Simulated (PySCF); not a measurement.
## Core-level binding energies of TiCl4

Species: TiCl4 (singlet state).
Numbering: `[Cl:1][Ti:2]([Cl:3])([Cl:4])[Cl:5]`

Structure used (PBE0-D3(BJ)/def2-TZVP), in Å, numbered top down from 1:
```
atom  x, y, z in Å
Cl1    1.3064    1.0044   -1.2530
Ti2   -0.1005    0.0285    0.0668
Cl3   -1.3123   -1.3520   -1.0721
Cl4   -1.3755    1.5087    0.9936
Cl5    0.9771   -1.0468    1.6011
```

Method used: delta-SCF UKS SCAN, pcX-3 on the ionised atom, pcseg-2 elsewhere, spin-free X2C (PySCF 2.14.0). Each binding energy is the total energy of the core-ionised species, with the hole localised on one atom, minus that of the ground state; both are solved self-consistently, so orbital relaxation is included.

Problem. Give the core binding energies atom by atom.

Solution. 
```tsv
atom(s)	environment	level	binding energy (eV)	2p1/2 (eV)	count
Cl1/Cl3/Cl4/Cl5	chlorine bonded to Ti	Cl 2p3/2	206.05	207.71	4
Cl1/Cl3/Cl4/Cl5	chlorine bonded to Ti	Cl 1s	2828.72	–	4
```

Problem. Give the binding energy of Cl 1s of Cl1/Cl3/Cl4/Cl5 in hartree and in kJ/mol.

Solution. 2828.72 eV = 103.9535 Eh = 272930 kJ/mol.

The first atom of each set that the bonding makes equivalent was ionised and stands for the set. The 2p values aren't plain energy differences: one relaxed spin-free 2p hole is combined with a matrix within the shell (ground-state 2p orbital-energy differences and spin–orbit coupling). 2p3/2, the mean of its two sublevels, lies a third of the splitting below the shell's mean and 2p1/2 two thirds above it; the statistical areas are 2:1. 2p1/2 minus 2p3/2 (ligand field included): Cl 1.66 eV. No level of titanium is listed. Isolated species at its PBE0-D3(BJ)/def2-TZVP geometry, gas phase.

Time: 39 s wall, 75 s CPU; peak memory 0.86 GiB. Hardware: Intel Xeon at 2.50 GHz, 2 threads, shared host with 64 logical CPUs at a one-minute load of 63.
